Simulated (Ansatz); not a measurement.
Input file for Ansatz (a program for electronic structure): R-B3LYP/def2-TZVPP on C6H6 (SMILES C12C3C1C1C2C31).

Ansatz 0.2 input:
```yaml
crystal:
  periodic: [false, false, false]
  atoms:
    - {symbol: C, position_ang: [0.46094368, -0.97471786, -0.45871980]}
    - {symbol: C, position_ang: [1.12673702, 0.18123705, 0.26587300]}
    - {symbol: C, position_ang: [0.36866672, 0.43054198, -1.02553163]}
    - {symbol: C, position_ang: [-0.93556403, 0.67251750, -0.21327804]}
    - {symbol: C, position_ang: [-0.17749389, 0.42321199, 1.07812606]}
    - {symbol: C, position_ang: [-0.84328772, -0.73274293, 0.35353400]}
    - {symbol: H, position_ang: [0.90201691, -1.86120474, -0.88875560]}
    - {symbol: H, position_ang: [2.17027138, 0.34078478, 0.49153089]}
    - {symbol: H, position_ang: [0.72623567, 0.81568263, -1.96847760]}
    - {symbol: H, position_ang: [-1.80611368, 1.28552183, -0.39134555]}
    - {symbol: H, position_ang: [-0.36207654, 0.81062729, 2.06866727]}
    - {symbol: H, position_ang: [-1.63033553, -1.39135952, 0.68837703]}
basis:
  gaussian:
    orbitals: def2-TZVPP
hamiltonian:
  xc: {name: B3LYP}
scf: {lower_state_search: off}
```

The log:

```
WARN ansatz: RAYON_NUM_THREADS=4 ignored (pool sized by the plan → 4); use --threads N
Functional definition: B3LYP
these checks for a lower state are left out or cut short: stability, starts, cluster_reference, orbital_swaps, neighbouring_geometries, increment
integrals: 0.20 GiB planned
1434 factors; their error is unknown
mean field: 2.00 GiB planned
mean field evaluation 1: about -6304.4366 eV, gradient 7.2e1 eV
mean field evaluation 2: about -6282.5634 eV, gradient 1.2e2 eV
mean field evaluation 4: about -6316.9013 eV, gradient 1.2e0 eV
mean field evaluation 8: about -6316.8560 eV, gradient 9.8e-1 eV
mean field evaluation 16: about -6316.8574 eV, gradient 2.5e-2 eV
mean field -6316.85744734 eV, -232.1402294700 hartree, gradient 6.5e-6 eV, S^2 0.000000; 0 other end points of the search recorded, 0 dependent functions left out
reference -6316.85773346 eV, -232.1402399846 hartree; 21, 21 occupied and 249, 249 virtual orbitals, 1434 factors
Total energy: -6316.85773346 eV, -232.1402399846 hartree
Checks for a lower state left out: stability, starts, cluster_reference, orbital_swaps, neighbouring_geometries, increment
```

Self-consistency was reached.

Cost: very roughly 7 core-seconds.
